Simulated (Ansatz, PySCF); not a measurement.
Molecule: C$_{2}$H$_{2}$N, charge 0, multiplicity 2. It need not be the lowest isomer of its formula. SMILES: [C-]#[N+][CH2]
Structure (B3LYP-D3(BJ)/def2-TZVP (Ansatz, a quantum-chemistry and plane-wave program) minimum search):
```xyz
5

C     -1.1003     0.1172     0.1136
N      0.2172    -0.0231    -0.0224
C      1.3859    -0.1476    -0.1430
H     -1.6290    -0.5396     0.7877
H     -1.6054     0.8842    -0.4538
```
Charge 0, spin multiplicity 2.

Property: atomisation energy (electronic, to ground-state atoms), in kcal/mol. Valence correlation only, unless marked. Open shells are spin-unrestricted. No spin-orbit coupling. Non-relativistic. The coupled-cluster limit lacks core correlation, which all-electron functionals hold. CBS marks a two-point X^-3 extrapolation of the correlation energy; Hartree-Fock from the larger set. [CCSD(T)-MP2]/basis is that difference in the basis named.

```csv
level,program,atomisation energy (kcal/mol)
SVWN5/def2-TZVPD,Ansatz,…
PBE/def2-TZVPD,Ansatz,513.2
PBE-D4/def2-TZVPD,Ansatz + dftd4,514.6
BP86-D4/def2-TZVPD,PySCF + dftd4,…
PBE0/def2-SVP,Ansatz,…
PBE0/def2-QZVPP,Ansatz,495.9
BHLYP-D4/def2-TZVPD,Ansatz + dftd4,470.8
M06-2X/def2-TZVPD,PySCF,490.6
wB97X-V/def2-TZVPD,Ansatz,490.5
SCS-MP2/STO-3G,Ansatz,425.3
"RI-MP2/CBS(aug-cc-pVTZ,aug-cc-pVQZ)+[CCSD(T)-MP2]/aug-cc-pVTZ",Ansatz,…
```

Task: Some entries are withheld; supply them.

Result: 
- SVWN5/def2-TZVPD, atomisation energy (kcal/mol): 572.5
- BP86-D4/def2-TZVPD, atomisation energy (kcal/mol): 516.6
- PBE0/def2-SVP, atomisation energy (kcal/mol): 500.8
- RI-MP2/CBS(aug-cc-pVTZ,aug-cc-pVQZ)+[CCSD(T)-MP2]/aug-cc-pVTZ, atomisation energy (kcal/mol): 485.7
